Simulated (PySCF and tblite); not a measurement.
The numbers below are computed, except where a source is named.
Stationary points of C3H7BFN at GFN2-xTB, in Å:

Structure A

```
 1 C    -2.412    0.808   -0.473
 2 C    -1.426    0.046   -0.920
 3 B    -0.244   -0.527   -0.049
 4 F    -0.409   -1.672    0.634
 5 N     0.992    0.096    0.032
 6 C     2.142   -0.351    0.791
 7 H    -3.205    1.168   -1.111
 8 H    -2.472    1.105    0.562
 9 H    -1.429   -0.218   -1.973
10 H     1.155    0.960   -0.461
11 H     2.995   -0.525    0.131
12 H     1.889   -1.281    1.295
13 H     2.424    0.393    1.540
```

Structure B

```
 1 C    -2.635    0.397   -0.421
 2 C    -1.328    0.512   -0.629
 3 B    -0.242   -0.099    0.313
 4 F    -0.613   -0.787    1.407
 5 N     1.120    0.038    0.071
 6 C     2.202   -0.485    0.876
 7 H    -3.374    0.825   -1.082
 8 H    -3.014   -0.140    0.433
 9 H    -0.996    1.062   -1.504
10 H     1.438    0.547   -0.738
11 H     2.819   -1.175    0.294
12 H     1.782   -1.018    1.725
13 H     2.837    0.325    1.244
```

Structure C

```
 1 C    -2.046    1.028   -0.590
 2 C    -1.614   -0.227   -0.554
 3 B    -0.228   -0.718   -0.022
 4 F     0.033   -2.038   -0.047
 5 N     0.760    0.118    0.478
 6 C     2.057   -0.273    0.985
 7 H    -3.019    1.297   -0.971
 8 H    -1.444    1.852   -0.239
 9 H    -2.282   -0.996   -0.925
10 H     0.604    1.113    0.514
11 H     2.856    0.189    0.399
12 H     2.150   -1.354    0.917
13 H     2.171    0.028    2.029
```

The path came from a restrained scan, a climbing-image band and a saddle search at GFN2-xTB; energies are PBE0/pcSseg-1 + D3(BJ)//GFN2-xTB, thermal terms GFN2-xTB.

Task: Which structure is a saddle point, and along which motion?

Result: A: one imaginary mode (84i cm⁻¹ at GFN2-xTB, mostly on C1, H8, H9), along the rotation about the B3–C2 bond (torsion F4–B3–C2–C1 from 0° to 179°, rising).

Task: Give their symmetry and energies above the lowest.

Result: A C1, 4.4 kcal/mol; B Cs, 0.0 kcal/mol; C Cs, 1.5 kcal/mol.
